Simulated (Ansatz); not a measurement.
CH5BrSSi, SMILES `C[SiH](S)Br`, relaxed with RKS PBE0-D4/def2-TZVP in the Gaussian-basis code of Ansatz from a PBE-D4/def2-SVP geometry. The force threshold is 0.005 eV/Å; the program also tests the step.

The species carries charge 0 and has multiplicity 1.

Start:

```xyz
9

C    -1.115   -0.419    0.203
Si    0.348    0.605   -0.376
S     2.094   -0.596   -0.767
Br    0.741    2.181    1.189
H    -2.000    0.229    0.358
H    -1.359   -1.192   -0.555
H    -0.884   -0.923    1.162
H     0.095    1.308   -1.675
H     2.079   -1.192    0.460
```

```csv
step,energy (eV),largest force (eV/Å),largest move (Å)
1,-89865.1688,0.575,0.000
2,-89865.2029,0.162,0.037
3,-89865.2054,0.047,0.019
4,-89865.2057,0.028,0.022
5,-89865.2059,0.014,0.006
6 (rejected),-89865.2058,0.019,0.005
7,-89865.2059,0.002,0.002
```

End:

```xyz
9

C    -1.106   -0.416    0.200
Si    0.343    0.592   -0.374
S     2.072   -0.587   -0.752
Br    0.738    2.154    1.170
H    -1.974    0.227    0.357
H    -1.351   -1.173   -0.549
H    -0.876   -0.918    1.142
H     0.091    1.294   -1.652
H     2.064   -1.173    0.458
```

It took 27 s on 4 threads of an Arm Neoverse V2 on a shared host, with 0.53 GiB of host memory at the peak.
